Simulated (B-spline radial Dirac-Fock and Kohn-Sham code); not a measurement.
## Two-hole binding energies of Ho

System: the free holmium atom, [Xe] 4f11 6s2.

Input of the calculation (task.json; shells as n, l, electrons):

```json
{"items": [{
  "Z": 67,
  "q": 0,
  "cfg": [[1, 0, 2], [2, 0, 2], [2, 1, 6], [3, 0, 2], [3, 1, 6], [3, 2, 10], [4, 0, 2], [4, 1, 6], [4, 2, 10], [4, 3, 11], [5, 0, 2], [5, 1, 6], [6, 0, 2]],
  "A": 165,
  "rrms": 5.2022,
  "do": ["binding", "quiet", "double"]
}]}
```

Launch: `python xray_run.py task.json out`

These are calculated numbers from a radial B-spline solver; the model is Dirac-Fock (average of configuration) total-energy differences with a finite nucleus, the Breit interaction including its frequency dependence, and self-energy and vacuum-polarisation corrections. U is the two-hole binding energy less the two single-hole energies, the effective repulsion of the holes after relaxation. Each two-hole energy is an average over J within one jj subconfiguration.

| holes | E(a) (eV) | E(b) (eV) | E(ab) (eV) | U (eV) |
| --- | --- | --- | --- | --- |
| 1s⁻² | 55616.6 | 55616.6 | 112425.4 | 1192.3 |
| 1s⁻¹ 2p3/2⁻¹ | 55616.6 | 8072.3 | 63980.9 | 292.0 |
| 1s⁻¹ 3p3/2⁻¹ | 55616.6 | 1747.1 | ? | ? |
| 1s⁻¹ 3d3/2⁻¹ | 55616.6 | 1392.1 | 57090.2 | 81.5 |
| 2s⁻² | 9402.1 | 9402.1 | 18989.7 | 185.6 |
| 2s⁻¹ 3p1/2⁻¹ | 9402.1 | 1926.7 | 11403.1 | 74.2 |
| 2s⁻¹ 3d5/2⁻¹ | 9402.1 | 1353.8 | 10832.4 | 76.4 |
| 2p1/2⁻¹ 3p3/2⁻¹ | 8919.5 | 1747.1 | 10739.5 | 73.0 |
| 3d3/2⁻² | 1392.1 | 1392.1 | 2841.8 | 57.6 |
| 3d3/2⁻¹ 3d5/2⁻¹ | 1392.1 | 1353.8 | 2804.0 | 58.1 |
| 3d5/2⁻² | 1353.8 | 1353.8 | 2764.2 | 56.6 |
| 4d3/2⁻² | 177.1 | 177.1 | 374.6 | 20.3 |
| 4d3/2⁻¹ 4d5/2⁻¹ | 177.1 | 169.9 | 367.8 | 20.7 |
| 5p3/2⁻² | 28.50 | 28.50 | 68.63 | 11.6 |

Question: Give the missing two-hole energy and U.

Answer: E(ab) = 57449.1 eV and U = 85.5 eV.
